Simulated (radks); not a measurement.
Species: Kr20+. Configuration: [Ne] 3s2 3p4 (the NIST ground configuration).

Calculated with a radial shooting solver on a logarithmic mesh with Libxc functionals: scalar-relativistic Kohn-Sham, r2SCAN, spin-polarised, spherical densities, finite nucleus; open shells are filled with parallel spins first; meta-GGA in the generalised Kohn-Sham scheme; Fermi nuclear charge, rms radius 4.1884 fm.

Energy parts (eV):
total: -69542.028
kinetic: 71300.938
electron-nucleus: -153600.880
Hartree: 14678.828
exchange-correlation: -1920.914

Orbitals (lengths in bohr, moments of r in powers of bohr; r(90%) holds 90 % of the orbital's charge):
| orbital | occ. | eigenvalue (eV) | r(90%) | <r> | <r^4> |
|---|---|---|---|---|---|
| 1s up | 1 | -15021.73 | 0.0742 | 0.04150 | 0.00001390 |
| 1s down | 1 | -15017.95 | 0.0742 | 0.04149 | 0.00001389 |
| 2s up | 1 | -2687.350 | 0.280 | 0.1815 | 0.002573 |
| 2s down | 1 | -2685.938 | 0.280 | 0.1814 | 0.002558 |
| 2p up | 3 | -2474.099 | 0.257 | 0.1583 | 0.001842 |
| 2p down | 3 | -2470.736 | 0.257 | 0.1583 | 0.001837 |
| 3s up | 1 | -940.9759 | 0.672 | 0.4627 | 0.08687 |
| 3s down | 1 | -929.8206 | 0.675 | 0.4644 | 0.08829 |
| 3p up | 3 | -870.6821 | 0.672 | 0.4538 | 0.08550 |
| 3p down | 1 | -859.3617 | 0.675 | 0.4554 | 0.08696 |
| 3d up | 0 | -769.2958 | 0.631 | 0.4120 | 0.06501 |
| 3d down | 0 | -759.8203 | 0.632 | 0.4114 | 0.06527 |
| 4s up | 0 | -452.8693 | 1.28 | 0.9041 | 1.172 |
| 4s down | 0 | -447.2238 | 1.29 | 0.9128 | 1.218 |

The highest occupied level is 3p down at -859.36 eV. Spin moment in Bohr magnetons: 2. The density falls to 0.001 e/bohr^3 at r = 1.22 bohr. For comparison, the ionisation energy in NIST's Atomic Spectra Database is 883 eV (semi-empirical). In exact Kohn-Sham theory the highest level is minus the ionisation energy, but local and semilocal functionals leave it too shallow, through self-interaction and a potential that decays too fast; potentials with the right tail come closer. The spin density at the nucleus is 1.520 e/bohr^3 (1s -7.496, 2s 2.776, 3s 6.240). Summed over all electrons, <r^2> = 1.704 bohr^2, which gives a Langevin (diamagnetic) susceptibility term of -1.35 x 10^-6 cm^3/mol.
